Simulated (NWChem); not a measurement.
Program: NWChem. System: F2Ge, charge 0, spin multiplicity 1, at a geometry optimised with B3LYP/def2-SVP. The structure started from a generated list of species. Level: G0W0@PBE0/def2-TZVPP, RI basis def2-tzvpp-rifit.

Input file:

```
start mol
memory heap 200 mb stack 700 mb global 1700 mb
geometry units angstroms nocenter noautoz
  Ge     0.000000     0.000000    -0.416579
  F      1.320260     0.000000     0.740585
  F     -1.320260     0.000000     0.740585
  symmetry group C2v
end
basis spherical
  * library def2-tzvpp
end
basis "ri basis" bse spherical
  * library def2-tzvpp-rifit
end
dft
  xc pbe0
  iterations 100
  direct
  tolerances tight
end
task dft energy
gw
  states alpha occ 4 vir 2
end
task dft gw
```

Part of the output:

```
             Northwest Computational Chemistry Package (NWChem) 7.3.0
             --------------------------------------------------------

                                NWChem Input Module
                                -------------------

 Scaling coordinates for geometry "geometry" by  1.889725989
 (inverse scale =  0.529177249)

 Turning off AUTOSYM since
 SYMMETRY directive was detected!

                             Geometry "geometry" -> ""
                             -------------------------

 Output coordinates in angstroms (scale by  1.889725989 to convert to a.u.)

  No.       Tag          Charge          X              Y              Z
 ---- ---------------- ---------- -------------- -------------- --------------
    1 Ge                  32.0000     0.00000000     0.00000000    -0.41657900
    2 F                    9.0000     1.32026000     0.00000000     0.74058500
    3 F                    9.0000    -1.32026000     0.00000000     0.74058500

 Effective nuclear repulsion energy (a.u.)     189.8527136178

            Nuclear Dipole moment (a.u.)
            ----------------------------
        X                 Y               Z
 ---------------- ---------------- ----------------
     0.0000000000     0.0000000000     0.0000037795

      Symmetry information
      --------------------

 Group name             C2v
 Group number             16
 Group order               4
 No. of unique centers     2

      Symmetry unique atoms

     1    2


 Summary of "ao basis" -> "" (spherical)
 ------------------------------------------------------------------------------
       Tag                 Description            Shells   Functions and Types
 ---------------- ------------------------------  ------  ---------------------
 *                         def2-tzvpp                 on all atoms

 new library libraries.bse/

 Summary of "ri basis" -> "" (spherical)
 ------------------------------------------------------------------------------
       Tag                 Description            Shells   Functions and Types
 ---------------- ------------------------------  ------  ---------------------
[...]
           0.000000000000         356.524248296884           0.000000000000
           0.000000000000           0.000000000000         236.517688370648

     Multipole analysis of the density
     ---------------------------------

     L   x y z        total         alpha         beta         nuclear
     -   - - -        -----         -----         ----         -------
     0   0 0 0     -0.000000    -25.000000    -25.000000     50.000000

     1   1 0 0      0.000000      0.000000      0.000000      0.000000
     1   0 1 0     -0.000000     -0.000000     -0.000000      0.000000
     1   0 0 1     -0.998643     -0.499323     -0.499323      0.000004

     2   2 0 0    -22.634563    -67.339346    -67.339346    112.044130
     2   1 1 0      0.000000      0.000000      0.000000      0.000000
     2   1 0 1     -0.000000     -0.000000     -0.000000      0.000000
     2   0 2 0    -17.328659     -8.664330     -8.664330      0.000000
     2   0 1 1     -0.000000     -0.000000     -0.000000      0.000000
     2   0 0 2    -20.672472    -37.879156    -37.879156     55.085840

 Task  times  cpu:       14.4s     wall:       14.4s

                                NWChem Input Module
                                -------------------

                                 NWChem GW Module
                                 ----------------

                             ***********************
                             ***        GW       ***
                             ***********************

 Summary of "ri basis" -> "ri basis" (spherical)
 ------------------------------------------------------------------------------
       Tag                 Description            Shells   Functions and Types
 ---------------- ------------------------------  ------  ---------------------
 Ge                     def2-tzvpp-rifit            37      159   10s9p8d5f4g1h
 F                      def2-tzvpp-rifit            22       76   8s6p4d3f1g

                 Memory Information
                 ------------------
          Available GA per process is          1699.9 MBs
          Available stack per process is        700.0 MBs
          Available heap per process is           0.0 MBs

          Peak memory in Initialization
              Peak GA per process is                  7.8 MBs
              Peak stack per process is               0.1 MBs
              Peak heap per process is                8.3 MBs
              Memory not in MA per process            0.0 MBs

          Peak memory in AFF Calculation
              Peak GA per process is                 46.4 MBs
              Peak stack per process is              34.5 MBs
              Peak heap per process is                0.0 MBs
              Memory not in MA per process           34.5 MBs

          Computing 2-center integrals
          Computing Inverse Cholesky factor
          Computing 3-center integrals
          Computing V_xc ...

          Computing Sigma_x
          Computing RPA polarizability
          Solving quasiparticle equations

                  Alpha Orbitals
          State     Energy (eV)     Error (eV)
          -----------------------------------
@GW        22        -14.442           0.002
@GW        23        -13.819           0.002
@GW        24        -13.613           0.002
@GW        25        -11.327           0.002
@GW        26         -0.170           0.002
@GW        27          2.300           0.005

   Applying  -2.3560 eV scissor-shift to rest of particle states

   Applying   2.4549 eV scissor-shift to rest of hole states

     GW Timing Statistics
   ------------------------
   Init.   :          0.2s
     ERIs  :          1.4s
     Distr.:          0.0s
     Vxc   :          1.8s
   Sigma_x :          0.0s
   RPA     :          3.1s
   Wmn     :          0.1s
   Sigma_c :          0.0s
   GW total:          6.6s

 Task  times  cpu:        6.6s     wall:        6.6s

 Total times  cpu:       21.0s     wall:       21.0s
```
